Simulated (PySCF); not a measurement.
These 2 structures share the formula C3H4Se. Level of theory: PBE0-D3(BJ)/def2-SVP geometry optimisation, gas phase (PySCF). One conformer each; no zero-point energy, no entropy. No frequencies were run at this level. Point groups hold within 0.08 Å.

Problem. Rank from lowest to highest electronic energy at this level (kcal/mol).
A. `[CH2:1]=[CH:2][CH:3]=[Se:4]` with C1–C2–C3–Se4 180°
B. `[CH:1]#[C:2][CH2:3][SeH:4]` with C2–C3–Se4–H -59°

Solution. A (0.0), B (20.6).

As drawn, the lower has a C=C bond outside aromatic rings, which the higher lacks; the higher has a C≡C bond, which the lower lacks.

```json
{"SMILES": "C=CC=[Se]", "E (Eh)": "-2517.42710", "E rel (kcal/mol)": "0.0", "dipole (D)": "2.67", "point group": "Cs", "A, B, C (MHz)": "45280, 1869, 1795"}
{"SMILES": "C#CC[SeH]", "E (Eh)": "-2517.39423", "E rel (kcal/mol)": "20.6", "dipole (D)": "0.94", "point group": "–", "A, B, C (MHz)": "19698, 2077, 1923"}
```
